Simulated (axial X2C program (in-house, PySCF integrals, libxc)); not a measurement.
**Spin–orbit effects down a group: molecules with Ni, PBE0**

Calculated with an in-house all-electron X2C program for linear molecules (integrals from PySCF), spin-free (one-electron X2C) or two-component (2c: spin–orbit coupling with atomic mean-field Coulomb and Gaunt terms, which also bring small scalar terms), in Dyall basis sets with cores contracted in-house; open shells are unrestricted.

Basis sets: Al dyall-v3z, B dyall-v3z, Ga dyall-cv3z, Ni dyall-cv3z.

```tsv
molecule	spin-free state	Re (Å)	ωe (cm⁻¹)	De (eV)	2c state	Re 2c (Å)	ωe 2c (cm⁻¹)	De 2c (eV)
NiB	M_S = 1/2, Λ = 2	1.884	580.6	2.35	Ω = 5/2	1.884	580.3	n/a
AlNi	M_S = 1/2, Λ = 2	2.347	301.5	2.02	Ω = 5/2	2.348	301.4	n/a
NiGa	M_S = 1/2, Λ = 2	2.356	231.6	1.94	Ω = 5/2	2.357	231.4	n/a
```

Q: Work out the shifts from the spin-free to the two-component result.

A: 

| molecule | 2c state | ΔRe (Å) | Δωe (cm⁻¹) | ΔDe (eV) |
| --- | --- | --- | --- | --- |
| NiB | Ω = 5/2 | 0.000 | -0.3 | n/a |
| AlNi | Ω = 5/2 | 0.001 | -0.1 | n/a |
| NiGa | Ω = 5/2 | 0.001 | -0.2 | n/a |

Shifts of one unit in the last digit are rounding.

Each entry is the lowest single determinant of a limited PBE0 search at one distance. De goes to single-determinant-based atoms at the same level (for ions the charge split of lowest energy) and is withheld (n/a) where an atom does not fit its ground term or J level. Main or longest-lived isotopes. One determinant is a doubtful description, or other states lie close, for AlNi, NiGa; these need not be ground states, and all values refer to the states named. The functionals have no current term, which raises determinants with orbital currents.
